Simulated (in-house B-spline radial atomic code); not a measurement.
S⁺. Computed with a B-spline radial atomic code. Model: non-relativistic spherical atom: semilocal Troullier-Martins pseudo-atom, one channel per l, against all electrons, high spin, G0W0 and RPA with empty states to l = 8, local potential for every l without a channel, a model core (radius 0 = none) keeps its share of the functional.

What the tables leave out is listed at the end.

The pseudopotential gives back the lowest level of each angular momentum of its own functional in the configuration it was made in; a second state of the same l is only approximately right. Exact exchange, RPA and GW see the smooth pseudo-orbitals and miss the exchange with the core, for which the functional's share stands in. The column with an uncorrelated core keeps all orbitals and exact exchange, and so separates missing core correlation from pseudisation. Only the three outermost levels and the lowest empty one were computed. RPA here is direct RPA, with no exchange kernel, and its energies carry an (l + 1/2)⁻⁴ tail. A hybrid on a potential with a model core restores only its own semilocal share of the core's exchange.

Command:
```bash
python run_psgw.py task.json out
```
Settings (lengths in bohr, energies in hartree):
```
Z                      16
electrons              15
configuration          [Ne] 3s2 3p3
generated_in           [Ne] 3s2 3p4
functional             pbe,pbe
core_shells            1
radius_factor          0.8
core_correction        False
```

Run time, properties included: 27 s on 1 thread of Arm Neoverse N1, on a shared host.

Given: made with PBE; model core radius 0 bohr; local radius 0.34 bohr; mean-field start PBE.

Valence shells of the generating configuration: 2s, 2p, 3s, 3p.

Channel: s 0.312, p 0.5 (radii in bohr).

Computed: largest level miss in the spin-unpolarised generating configuration 0.078 eV; valence RPA correlation energy all-electron orbitals -0.75195 hartree; all-electron RPA polarisability, core included 9.4965 bohr³; pseudo-atom RPA polarisability 9.6093 bohr³.

```
          level  occupied  mean-field all-electron (eV)  mean-field pseudo minus all (eV)  G0W0 all-electron (eV)  G0W0 uncorrelated core minus all (eV)  G0W0 pseudo minus all (eV)  exchange self-energy all-electron (eV)  exchange self-energy pseudo (eV)
          3p up         1                       -17.921                              0.13                 -23.153                                  0.006                       0.206                                 -21.117                            -20.73
        3s down         1                       -25.258                            -0.028                 -30.584                                  0.003                      -0.126                                 -18.105                           -17.759
3p down (empty)         0                       -14.658                             0.129                 -10.827                                  0.006                       0.157                                 -5.1327                           -4.8265
```

**Question.** What is the valence RPA correlation energy pseudo?

**Answer.** -0.74552 hartree.

Given: mean-field start PBE0.

Computed: valence RPA correlation energy all-electron orbitals -0.71865 hartree; valence RPA correlation energy pseudo -0.71257 hartree; pseudo-atom RPA polarisability 8.5522 bohr³.

```json
{"level": "3p up", "occupied": "1", "mean-field all-electron (eV)": "-19.491", "mean-field pseudo minus all (eV)": "0.15", "G0W0 all-electron (eV)": "-23.392", "G0W0 uncorrelated core minus all (eV)": "0.006", "G0W0 pseudo minus all (eV)": "0.208", "exchange self-energy all-electron (eV)": "-21.088", "exchange self-energy pseudo (eV)": "-20.704"}
{"level": "3s down", "occupied": "1", "mean-field all-electron (eV)": "-26.604", "mean-field pseudo minus all (eV)": "-0.064", "G0W0 all-electron (eV)": "-30.664", "G0W0 uncorrelated core minus all (eV)": "0.003", "G0W0 pseudo minus all (eV)": "-0.136", "exchange self-energy all-electron (eV)": "-17.964", "exchange self-energy pseudo (eV)": "-17.641"}
{"level": "3p down (empty)", "occupied": "0", "mean-field all-electron (eV)": "-13.32", "mean-field pseudo minus all (eV)": "0.13", "G0W0 all-electron (eV)": "-10.602", "G0W0 uncorrelated core minus all (eV)": "0.005", "G0W0 pseudo minus all (eV)": "0.151", "exchange self-energy all-electron (eV)": "-4.8764", "exchange self-energy pseudo (eV)": "-4.5977"}
```

**Question.** What is the all-electron RPA polarisability, core included?

**Answer.** 8.4487 bohr³.

Given: mean-field start Hartree-Fock.

Computed: valence RPA correlation energy all-electron orbitals -0.6419 hartree; valence RPA correlation energy pseudo -0.63667 hartree; all-electron RPA polarisability, core included 6.6225 bohr³.

| level | occupied | mean-field all-electron (eV) | mean-field pseudo minus all (eV) | G0W0 all-electron (eV) | G0W0 uncorrelated core minus all (eV) | G0W0 pseudo minus all (eV) | exchange self-energy all-electron (eV) | exchange self-energy pseudo (eV) |
| --- | --- | --- | --- | --- | --- | --- | --- | --- |
| 3p up | 1 | -23.468 | 0.216 | -23.789 | 0.005 | 0.216 | -20.88 | -20.503 |
| 3s down | ? | ? | ? | ? | ? | ? | ? | ? |
| 3s up | 1 | -38.434 | -0.16 | -35.748 | 0.002 | -0.121 | -27.084 | -26.76 |
| 3p down (empty) | 0 | -8.3481 | 0.121 | -10.146 | 0.004 | 0.139 | -3.8857 | -3.6821 |

**Question.** What belongs in the row 3s down?

**Answer.** occupied: 1; mean-field all-electron (eV): -29.051; mean-field pseudo minus all (eV): -0.186; G0W0 all-electron (eV): -30.671; G0W0 uncorrelated core minus all (eV): 0.003; G0W0 pseudo minus all (eV): -0.168; exchange self-energy all-electron (eV): -17.471; exchange self-energy pseudo (eV): -17.224.

**Question.** What is the pseudo-atom RPA polarisability?

**Answer.** 6.7095 bohr³.

Among the listed levels the largest G0W0 shift of the pseudo-atom is +0.22 eV, for 3p up on the Hartree-Fock start, while leaving the core uncorrelated moves that level by +0.01 eV. So pseudisation and the lost core exchange, not the missing core correlation, make the error. Not in the tables (levels of low weight, unsolved or above zero; the highest and the empty levels are kept at any weight): on PBE the G0W0 levels 3s up (pseudo minus all +0.12 eV, weights 0.25 and 0.26); on PBE0 the G0W0 levels 3s up (pseudo minus all -0.08 eV, weights 0.39 and 0.39).
